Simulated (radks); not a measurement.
The numbers below are computed, except where a source is named.
Problem. These are the eigenvalues of the occupied orbitals of an atom or ion with whole-number occupations (eV). Code: a radial shooting solver on a logarithmic mesh with Libxc functionals. Model: scalar-relativistic Kohn-Sham, PBE, spin-polarised, spherical densities, point nucleus.

| orbital | eigenvalue |
|---|---|
| 1s up | -56425.84 |
| 1s down | -56425.80 |
| 2s up | -10212.97 |
| 2s down | -10209.46 |
| 2p up | -9152.917 |
| 2p down | -9150.122 |
| 3s up | -2983.042 |
| 3s down | -2981.331 |
| 3p up | -2659.107 |
| 3p down | -2657.187 |
| 3d up | -2253.298 |
| 3d down | -2250.366 |
| 4s up | -1232.335 |
| 4s down | -1222.800 |
| 4p up | -1115.693 |
| 4p down | -1106.279 |
| 4d up | -962.2142 |

Which element is it, and in what charge state? The configuration may be excited. Open shells, if any, are filled with parallel spins first.

Solution. Z = 67, holmium, charge +27: Ho27+ in [Kr] 4d4. The list shows which subshells hold electrons but not how many an open one holds; the 1s level, -2073.6 hartree, gives Z - s = 64.4 by -(Z - s)^2/2, which with screening and relativity narrows Z to a few neighbours, and the depths of the outer levels then fix element, charge and occupations together.
